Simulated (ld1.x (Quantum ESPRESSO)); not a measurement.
Building the TM semilocal potential for Sn (BLYP, scalar-relativistic).

ld1.x (Quantum ESPRESSO) 7.5 input, shortened:

```
&input
   title='Sn', zed=50., rel=1, dft='BLYP', iswitch=3,
   config='[Kr] 4d10 5s1 5p0'
 /
 &inputp
   pseudotype=1, tm=.true., lloc=0,
   nlcc=.true., rcore=1.25
 /
2
5P  2  1   0.00   0.00  1.95  1.95  0.0
5S  1  0   1.00   0.00  1.90  1.90  0.0
 &test
   configts(1)='5s1 5p0'
 /
```

All-electron outer shells of the reference configuration (BLYP, scalar-relativistic, ld1.x):

| shell | level (eV) | outermost node (bohr) | outermost maximum (bohr) |
| --- | --- | --- | --- |
| 5s | -36.14 | 0.98 | 1.89 |
| 5p | -27.02 | 1.07 | 2.20 |

Question: Estimate the cutoffs (Ry, on a coarse ladder) from which the occupation-weighted sum of valence levels, in a spherical-Bessel basis at the reference potential, stays within 10 and 1 mRy of its value at 400 Ry.

Answer: 18 Ry and 30 Ry.

Question: Tests: 5s2 5p2; 5s2 5p1; 5s2 5p0; 5s2 5p2.3; 5s0 5p4; 5s1 5p2; 5s2 5p1.5. Which has the largest error in its energy relative to the reference configuration, and how large is it?

Answer: 5s2 5p2.3, with -227 meV (all-electron minus pseudo) on -52.69 eV.
